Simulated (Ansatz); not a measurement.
`S[SiH2][SnH2][SH]` + H₂Se → `[SH][SnH2][SeH]` + `[SiH3]S`  (cleavage of the Sn–Si bond)

Isolated molecules relaxed with PBE0-D4/def2-TZVP in Ansatz; ΔE leaves out vibrations. CCSD(T)/CBS is the MP2 limit (def2-TZVPP, def2-QZVPP) plus CCSD(T) − MP2 in def2-TZVPP, frozen cores. Functionals use def2-TZVPP. B3LYP here is the variant with VWN-RPA as its local correlation; programs differ in this. Elements past krypton have def2 core potentials. For Se, Sn outer-core shells are correlated without core-valence functions, which leaves a few kJ/mol of doubt a bond. Scalar relativity is left out up to krypton. One conformer a species, not always the lowest.

Is it downhill or uphill in electronic energy at CCSD(T)/CBS, and by how much? (Estimate.)

Ansatz gave: Downhill: ΔE = -47.8 kJ/mol.

What do these levels give: CAM-B3LYP-D4, B2PLYP, PBE0, B3LYP, RPA@PBE/def2-TZVPP, MP2/def2-QZVPP? (Best estimate.)

Computed: CAM-B3LYP-D4 -46.9, B2PLYP -51.9, PBE0 -44.4, B3LYP -53.1, RPA@PBE/def2-TZVPP -46.0, MP2/def2-QZVPP -49.9 kJ/mol.

Largest T1 diagnostic among the species: 0.013.

From BLYP to BHLYP (50 % exact exchange), in def2-TZVPP and without D4, ΔE moves by −6.8 kJ/mol. The D4 term adds +8.2 kJ/mol with B3LYP and +4.8 kJ/mol with PBE0; it sums over pairs of atoms, weighted by their polarisabilities, and B3LYP, whose exchange is more repulsive, gets the larger term. In def2-TZVPP, CCSD(T) changes the Hartree–Fock value by +26.9 kJ/mol (the triples alone add +3.0 kJ/mol) and MP2 by +24.2 kJ/mol.
